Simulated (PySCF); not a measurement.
## Correlation energy of La (lanthanum, neutral)

[Xe] 5d2 6s1, high-spin 4F determinant (an excited configuration). Calculation: PySCF 2.14, in ANO-RCC-VTZP (8s7p5d3f2g1h, 104 functions); scalar relativity by spin-free X2C-1e. Frozen: [Ar] 3d10; 29 electrons correlated.

MP2 pair energies summed by pair of shells (mhartree):

| pair | energy | share (%) |
| --- | --- | --- |
| 5p-5p | -109.11 | 25.7 |
| 4d-5p | -73.48 | 17.3 |
| 5p-5d | -54.32 | 12.8 |
| 4d-4d | -54.16 | 12.8 |
| 5s-5p | -37.60 | 8.9 |
| 4d-5s | -16.30 | 3.8 |
| 5p-6s | -14.57 | 3.4 |
| 4p-4d | -12.40 | 2.9 |
| 5d-6s | -7.69 | 1.8 |
| 4d-5d | -6.95 | 1.6 |
| 5s-5d | -6.62 | 1.6 |
| 5s-5s | -6.19 | 1.5 |
| 4p-5p | -5.52 | 1.3 |
| 5d-5d | -3.84 | 0.9 |
| 4p-4p | -3.77 | 0.9 |
| 4p-5s | -3.04 | 0.7 |
| 4s-4d | -2.64 | 0.6 |
| 4d-6s | -2.07 | 0.5 |
| 4s-4p | -1.26 | 0.3 |
| 5s-6s | -0.80 | 0.2 |
| 4s-5p | -0.63 | 0.1 |
| 4p-5d | -0.56 | 0.1 |
| 4s-4s | -0.24 | 0.1 |
| 4s-5s | -0.21 | 0.1 |
| 4p-6s | -0.11 | 0.0 |
| 4s-5d | -0.06 | 0.0 |
| 4s-6s | -0.01 | 0.0 |

Total MP2 correlation energy: -424.14 mhartree.

Same-spin part -143.69 and opposite-spin part -280.45 mhartree; SCS-MP2 scales them by 1/3 and 6/5 to -384.44 mhartree.
